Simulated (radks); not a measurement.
The numbers below are computed, except where a source is named.
Polarisability of neutral holmium, [Xe] 4f11 6s2, at imaginary frequency. Level of theory: scalar-relativistic Kohn-Sham, PBE, spin-polarised, spherical densities, finite nucleus; open shells are filled with parallel spins first (spin-orbit coupling, left out, can overturn this in heavy ions); Fermi nuclear charge, rms radius 5.2022 fm (a radial shooting solver on a logarithmic mesh with Libxc functionals). Response by self-consistent Sternheimer equations with the Hartree and adiabatic LDA kernel, the relativistic mass of each level held fixed and spin-orbit coupling left out.

w (hartree)  alpha1(iw) (bohr^3)
0.00266                    148.8
0.0143                     146.8
0.0360                     136.8
0.0697                     112.6
0.118                      78.80
0.186                      48.73
0.280                      28.67
0.413                      17.04
0.605                      10.50
0.892                      6.621
1.35                       4.071
2.12                       2.291
3.59                       1.110
6.94                      0.4230
17.5                     0.09823

Static values: alpha1 = 148.9 bohr^3 (22.06 angstrom^3; uncoupled 291.1). C6 = 2170, triple-dipole C9 = 232500 atomic units. One-pole (London) frequency 4 C6 / (3 alpha1^2) = 0.131 hartree, against 0.071 for minus the highest occupied eigenvalue. Recommended static value: 165 bohr^3 (Schwerdtfeger and Nagle, 2023 table).
